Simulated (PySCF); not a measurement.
Molecule: `ClC1C=CCC=C1`, C6H7Cl.

Cartesian coordinates in Å; atom numbers follow the order of the lines, from 1:
```xyz
14

Cl    2.1406   -0.2580    1.7303
C     1.4335   -0.1806    0.0342
C     0.4834   -1.3141   -0.1057
C    -0.8303   -1.1483   -0.1105
C    -1.4903    0.1881   -0.0249
C    -0.5190    1.3166   -0.1339
C     0.7949    1.1512   -0.1268
H     2.3098   -0.2959   -0.6085
H     0.9231   -2.2991   -0.1646
H    -1.4894   -2.0012   -0.1918
H    -2.0263    0.2648    0.9295
H    -2.2502    0.2765   -0.8094
H    -0.9456    2.3047   -0.2355
H     1.4652    1.9948   -0.2044
```

Frames of a GFN2-xTB Langevin trajectory at 300 K; GIAO PBE0/pcSseg-1 shieldings in PySCF, gas phase, non-relativistic; equivalent atoms averaged within each frame.

Referencing at the same level of theory: ³⁵Cl (949.78 ppm) against HCl; ¹³C (186.93 ppm) and ¹H (31.72 ppm) against TMS. The references are static minima.

Q: How do the shifts (ppm) fluctuate along the trajectory?

A: 
```csv
time (fs),Cl1,C4/C6,C3/C7,C2,C5,H10/H13,H9/H14,H8,H11,H12
250,269,143.6,141.2,63.4,29.4,6.93,6.76,5.85,3.16,2.38
425,246,143.3,131.9,52.7,29.1,6.79,5.91,5.29,2.28,2.74
625,335,143.5,133.3,64.4,38.2,6.72,6.38,5.52,4.34,3.60
800,331,140.6,133.0,66.6,31.8,6.44,6.39,6.12,2.98,2.89
1000,375,143.2,138.2,60.6,31.8,6.52,6.37,5.73,3.11,3.05
mean of frames,311,142.9,135.5,61.6,32.1,6.68,6.36,5.70,3.18,2.93
standard deviation,52,1.3,4.0,5.4,3.7,0.20,0.30,0.32,0.74,0.45
```

5 frames give an uncertainty of the mean of about the standard deviation over 2.2 at best, since frames this close in time may not be independent; classical motion lacks zero-point vibration, and the reference would need the same averaging.
